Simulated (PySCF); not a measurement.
Species: C5H8O2.
SMILES: `CC(=O)[C@H]1CCO1`

The calculation used TDDFT PBE0/def2-SVPD, vertical, gas phase, core orbitals frozen in the response (PySCF 2.14.0, density-fitted response routines). The structure is a single GFN2-xTB conformer in the gas phase; no vibrational or solvent corrections. Torsions of this conformer, `[CH3:1][C:2](=[O:3])[C@H:4]1[CH2:5][CH2:6][O:7]1`: C1–C2–C4–C5 -115°.

Broadening: Gaussians 0.5 eV wide at half height, area fixed by f = 4.319×10⁻⁹ ∫ε dν̃. The width is an assumption, not a result. The curve ends short of the highest state used, and states not computed would add to its high-energy end.

(E (eV), ε (L mol⁻¹ cm⁻¹)): (3.55, 0), (3.64, 0), (3.73, 0), (3.82, 1), (3.91, 1), (4.00, 2), (4.09, 4), (4.18, 6), (4.27, 6), (4.36, 6), (4.45, 5), (4.55, 3), (4.64, 2), (4.73, 1), (4.82, 0), (4.91, 0), (5.00, 0), (5.09, 0), (5.18, 0), (5.27, 0), (5.36, 1), (5.45, 3), (5.54, 9), (5.63, 26), (5.72, 62), (5.81, 126), (5.90, 218), (5.99, 329), (6.08, 447), (6.17, 564), (6.26, 678), (6.36, 781), (6.45, 812), (6.54, 756), (6.63, 632), (6.72, 507)

Task: Locate the maxima and give the states behind the curve.

Result: 288 nm (4.30 eV), ε about 6.5, made up of S1 (100%); 193 nm (6.44 eV), ε about 810, made up of S2 (12%) and S3 (87%) (ε in L mol⁻¹ cm⁻¹; maxima over ε = 5, shares over 10%). The states used: S1 4.30 eV (f 0.0001); S2 6.11 eV (f 0.0060); S3 6.48 eV (f 0.013); S4 6.96 eV (f 0.0026); S5 7.21 eV (f 0.0094); S6 7.32 eV (f 0.015).

Task: On this curve, what absorbance would a 10⁻⁵ mol/L sample give at 193 nm over a 1 cm path?

Result: 193 nm is 6.424 eV, where ε is about 810 L mol⁻¹ cm⁻¹, so A = ε c l ≈ 0.0081 (Beer–Lambert, with the gas-phase spectrum and the assumed width).

Task: What would ε be at 6.44 eV, the highest of these maxima, with half the width (0.25 eV)?

Result: About 1360 L mol⁻¹ cm⁻¹ against 813, a factor of about 1.7; a lone state at its own centre would give exactly 2.

Task: Coming from long wavelengths, where does ε first pass 100 L mol⁻¹ cm⁻¹?

Result: At about 215 nm (5.78 eV), 1.48 eV above S1.
